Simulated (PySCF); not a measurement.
Coordinates in bohr (charge 0 multiplicity 4):
```
Tc    0.0000    0.0000   -2.4541
Se    2.2228    0.0000    1.5187
Se   -2.2228    0.0000    1.5187
```

Level of theory: UPBE0 in PySCF with Tc def2-SVP with ECP28, Se def2-SVP; scalar-relativistic core potentials, no spin–orbit coupling; density-fitted integrals.

This geometry of TcSe₂ is a stationary point at this level.

Question: What is the point group?

Answer: C2v.

Question: Is it a minimum?

Answer: Yes: all harmonic wavenumbers are real.

Question: List the harmonic modes with their infrared intensities.

Answer: 
```tsv
symmetry	ω (cm⁻¹)	IR (km/mol)
b2	170	3.1
a1	254	1.5
a1	331	6.3
```

Question: What are the dipole moment and the gap between the highest occupied and lowest empty levels of either spin?

Answer: 4.55 D and 2.23 eV.

Question: Give the ideal-gas entropy at 298.15 K and 1 bar by parts.

Answer: translation 178.1, rotation 114.2, vibration 22.6, spin 11.5; total 326.5 J/(mol K).

In C2v the vibrations span b2 + 2a1. Here b1 is antisymmetric to the molecular plane and b2 lies in it.

This need not be the most stable arrangement of these atoms. With open d or f shells other occupations or spin states may lie lower. At this level a quartet minimum of C2v symmetry lies 108 kJ/mol below this structure.
